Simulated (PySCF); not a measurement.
**MPd for M along the second period**

PBE with triple-zeta basis sets in PySCF, for the lowest determinant that a PBE0 search found; no spin–orbit coupling. De refers to high-spin ground-configuration atoms. A positive dipole means M(−)Pd(+).

| M | basis | state (unpaired electrons) | Re (Å) | ωe (cm⁻¹) | De (eV) | μ (D) |
| --- | --- | --- | --- | --- | --- | --- |
| B | def2-TZVPP | doublet (σ ↑) | 1.777 | 784 | 4.61 | 1.24 |
| C | def2-TZVPP | triplet (σ ↑, π ↑) | 1.741 | 804 | 4.18 | 2.22 |
| N | def2-TZVPP | quartet (σ ↑, π ↑↑) | 1.772 | 710 | 3.05 | 2.92 |
| O | def2-TZVPP | triplet (σ ↑, π ↑) | 1.803 | 669 | 3.34 | 3.75 |
| F | def2-TZVPP | doublet (σ ↑) | 1.920 | 539 | 3.77 | 4.13 |

The shortest bond is that of PdC (1.741 Å), the longest that of PdF (1.920 Å). BPd is bound most strongly (4.61 eV) and PdN least (3.05 eV).

The state changes along the series, so neighbouring rows are not always alike in their bonding.

The metal atom is held in its measured ground configuration; semilocal functionals can put another filling of s and d lower by some tenths of an eV, and De to that atom would be smaller. Spin–orbit coupling is left out, which matters for elements this heavy, above all for dissociation energies. Counting both spins, an empty level lies below a filled one in some of these solutions, because spin and occupation are held. The state is the lowest single determinant that the PBE0 search found; with open d or f shells the true ground state can be another one.
